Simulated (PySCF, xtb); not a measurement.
disiloxane cation (H6OSi2), SMILES [SiH3]O[SiH3] (connectivity only; charge and spin as stated), charge +1, multiplicity 2.

Harmonic wavenumbers (cm⁻¹) from GFN2-xTB (xtb) at its own minimum, in rising order: 53, 124, 158, 351, 366, 452, 500, 531, 541, 546, 581, 592, 686, 738, 1003, 2000, 2004, 2086, 2106, 2312, 2319.

**Question.** What does PBE0-D3(BJ)/def2-SVP in PySCF give at its own minimum? (The exact figures need the calculation; the answer reports its results.)

**Answer.** 44, 111, 136, 422, 445, 512, 554, 669, 725, 751, 752, 771, 911, 931, 976, 1981, 2026, 2269, 2273, 2289, 2305. Paired by order, the mean absolute difference is 98 cm⁻¹ and the zero-point energies are 28.7 and 31.2 kcal/mol.
